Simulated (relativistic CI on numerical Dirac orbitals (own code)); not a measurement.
# Zeeman pattern of Rb 7800.27 Å at 0.1 T

Problem. The line 5s ²S1/2 – 5p ²P°3/2 of Rb lies at 7800.27 Å (air; NIST Handbook). Calculate its Zeeman pattern at B = 0.1 T, seen across the field, in LS coupling, and compare it with the Doppler width at an assumed gas temperature of 600 K.

Working.
1. Landé factors g = 3/2 + [S(S + 1) − L(L + 1)]/[2J(J + 1)]: lower 2.0000, upper 1.3333.
2. The unit is μB B/hc = 0.46686 × 0.1 = 0.0467 cm⁻¹, or 28.4 mÅ at this wavelength. A component is shifted by g_u m_u − g_l m_l units. Seen across the field, the strengths for lower J and m are (J + 1)² − m² (π) and ¼(J + m + 1)(J + m + 2) (σ).
3. π components (Δm = 0), symmetric about zero, as shift (strength, strongest of all = 100): ±0.333 (100).
4. σ components with Δm = +1, mirrored for −1: 1.000 (75), 1.667 (25).
5. The centre of the σ group lies at ḡ = 1.167 units, 33.1 mÅ from the line centre.
6. The Doppler width is 7.16 × 10⁻⁷ λ √(T/M) = 14.8 mÅ (FWHM, M = 85), so the sum of Gaussians shows separate peaks away from the centre.

Check. A relativistic CI calculation gives g = 2.0023 and 1.3341 for the two levels. The nearest fine-structure partner lies 238 cm⁻¹ away, 5089 Zeeman units, so the weak-field formulas hold; hyperfine structure, which matters at weak fields for isotopes with nuclear spin, is neglected.
